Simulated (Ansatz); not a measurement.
Relaxation of HfTe2⁺ with UKS B3LYP-D4/def2-TZVP.

```sh
$ ansatz run in.yaml --threads 4 --pin off --events-out ev --progress --plain --max-ram 3916MiB
```

```yaml
crystal:
  periodic: [false, false, false]
  atoms:
    - {symbol: Hf, position_ang: [-0.000960, 0.001140, 0.000000]}
    - {symbol: Te, position_ang: [-2.352310, -1.325410, 0.044490]}
    - {symbol: Te, position_ang: [2.353270, 1.324270, -0.044490]}
basis:
  gaussian: {orbitals: def2-TZVP}
total_charge: 1
magnetization: {spin_polarized: true, initial_magnetization: 1}
hamiltonian: {xc: {name: B3LYP}, dispersion: d4}
scf: {lower_state_search: "off"}
output: {orbitals: {seedname: orbitals}}
relax: {f_tol: 0.02, max_steps: 100}
```

Run time 63 s (4 threads of Arm Neoverse V2 on a shared host), peak host memory 0.59 GiB.

Positions (Å) and forces (eV/Å) at steps 1, 2, 4, 5, 6, 7, 8, 9, 10, 11, 12, 13 of 13:

```xyz
3
step=1 energy=-15890.8084 eV
Hf   -0.001    0.001    0.000    0.001    0.003    0.000
Te   -2.352   -1.325    0.044    0.394    0.221   -0.007
Te    2.353    1.324   -0.044   -0.395   -0.224    0.007
3
step=2 energy=-15890.8108 eV
Hf   -0.002    0.002    0.000   -0.002    0.008    0.000
Te   -2.295   -1.294    0.043   -0.396   -0.228    0.008
Te    2.296    1.291   -0.043    0.398    0.219   -0.007
3
step=4 energy=-15890.8247 eV
Hf   -0.004    0.008    0.000   -0.008    0.017    0.000
Te   -2.320   -1.312    0.044    0.006   -0.007    0.000
Te    2.325    1.304   -0.044    0.002   -0.010    0.000
3
step=5 energy=-15890.8761 eV
Hf   -0.100    0.181   -0.001   -0.239    0.472   -0.002
Te   -2.225   -1.371    0.043   -0.259   -0.451    0.008
Te    2.325    1.191   -0.043    0.498   -0.022   -0.006
3
step=6 energy=-15891.1667 eV
Hf   -0.198    0.355   -0.001   -0.390    0.671   -0.002
Te   -2.150   -1.444    0.043    0.315   -0.266   -0.001
Te    2.348    1.089   -0.042    0.075   -0.405    0.003
3
step=7 energy=-15891.4500 eV
Hf   -0.297    0.529   -0.002   -0.229    0.455   -0.002
Te   -2.043   -1.498    0.042    1.145    0.348   -0.018
Te    2.340    0.969   -0.040   -0.915   -0.803    0.020
3
step=8 energy=-15891.8643 eV
Hf   -0.391    0.698   -0.003   -0.067    0.112    0.000
Te   -1.874   -1.515    0.040    0.992    0.485   -0.018
Te    2.265    0.816   -0.038   -0.925   -0.597    0.018
3
step=9 energy=-15892.2240 eV
Hf   -0.469    0.837   -0.003   -0.054    0.050    0.000
Te   -1.676   -1.494    0.038    0.675    0.348   -0.012
Te    2.145    0.657   -0.035   -0.621   -0.399    0.012
3
step=10 energy=-15892.4475 eV
Hf   -0.538    0.957   -0.003    0.015   -0.060    0.000
Te   -1.482   -1.464    0.035    0.379    0.255   -0.008
Te    2.019    0.507   -0.031   -0.394   -0.195    0.007
3
step=11 energy=-15892.5139 eV
Hf   -0.600    1.065   -0.004    0.197   -0.340    0.001
Te   -1.290   -1.427    0.032   -0.015    0.214   -0.002
Te    1.890    0.362   -0.028   -0.182    0.126    0.001
3
step=12 energy=-15892.5191 eV
Hf   -0.582    1.034   -0.004   -0.084    0.143    0.000
Te   -1.321   -1.424    0.032   -0.012   -0.100    0.001
Te    1.902    0.390   -0.029    0.097   -0.043   -0.001
3
step=13 energy=-15892.5199 eV
Hf   -0.586    1.042   -0.004   -0.001   -0.002    0.000
Te   -1.315   -1.426    0.032   -0.002    0.001    0.000
Te    1.901    0.384   -0.029    0.003    0.001    0.000
```

In the def2 sets Hf, Te take a core potential; there is no spin–orbit coupling. Another isomer (doublet) lies 0.05 eV lower at PBE0-D4/def2-TZVP.
